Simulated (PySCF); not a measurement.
# `C=C/C=C/C=C/Cl`, C6H7Cl

Molfile (atoms numbered from 1):
```
C6H7Cl
     RDKit          3D

 14 13  0  0  0  0  0  0  0  0999 V2000
   -2.4536    0.3281   -1.1386 C   0  0  0  0  0  0  0  0  0  0  0  0
   -1.4501    0.4027   -0.2499 C   0  0  0  0  0  0  0  0  0  0  0  0
   -0.1337   -0.1572   -0.4603 C   0  0  0  0  0  0  0  0  0  0  0  0
    0.8769   -0.0816    0.4351 C   0  0  0  0  0  0  0  0  0  0  0  0
    2.1875   -0.6436    0.2164 C   0  0  0  0  0  0  0  0  0  0  0  0
    3.1800   -0.5589    1.1172 C   0  0  0  0  0  0  0  0  0  0  0  0
    4.7439   -1.2255    0.8658 Cl  0  0  0  0  0  0  0  0  0  0  0  0
   -2.3219   -0.1774   -2.1003 H   0  0  0  0  0  0  0  0  0  0  0  0
   -3.4327    0.7671   -0.9346 H   0  0  0  0  0  0  0  0  0  0  0  0
   -1.6165    0.9168    0.7046 H   0  0  0  0  0  0  0  0  0  0  0  0
    0.0409   -0.6733   -1.4125 H   0  0  0  0  0  0  0  0  0  0  0  0
    0.7033    0.4343    1.3874 H   0  0  0  0  0  0  0  0  0  0  0  0
    2.3742   -1.1617   -0.7302 H   0  0  0  0  0  0  0  0  0  0  0  0
    3.0650   -0.0574    2.0817 H   0  0  0  0  0  0  0  0  0  0  0  0
  1  2  2  0
  2  3  1  0
  3  4  2  0
  4  5  1  0
  5  6  2  0
  6  7  1  0
  1  8  1  0
  1  9  1  0
  2 10  1  0
  3 11  1  0
  4 12  1  0
  5 13  1  0
  6 14  1  0
M  END
```

The calculation used PySCF 2.14.0, quadratic response CAM-B3LYP/aug-cc-pVDZ first hyperpolarisability, Taylor convention, gas phase. Geometry: PBE0-D3(BJ)/def2-SVP.

Problem. Give β for the processes computed.

Solution. In au, Taylor convention; the vector part is βᵢ = ⅓ Σⱼ (βᵢⱼⱼ + βⱼᵢⱼ + βⱼⱼᵢ); β∥ is 3/5 of the vector part along the dipole, the dipole points from − to +:
```
                   process  λ (nm)  β vector norm      β∥  β HRS  depolarisation ratio
           static β(0;0,0)       ∞          778.7  -436.1  303.4                  6.33
second harmonic β(−2ω;ω,ω)    1907          870.1  -486.9  339.9                  6.21
         Pockels β(−ω;ω,0)    1907          807.4  -452.1      –                     –
second harmonic β(−2ω;ω,ω)    1064         1146.0  -639.7  450.8                  5.92
         Pockels β(−ω;ω,0)    1064          877.2  -490.8      –                     –
```

Problem. Which lowest excitations, dipole and polarisabilities go with it?

Solution. S1 4.66 eV (f = 1.246); S2 5.53 eV (f = 0.001); S3 5.61 eV (f = 0.001); dipole 1.55 D; isotropic α 113.7 au static, 114.7 au at 1907 nm, 117.1 au at 1064 nm, 118.0 au at 953.5 nm, 130.0 au at 532 nm.
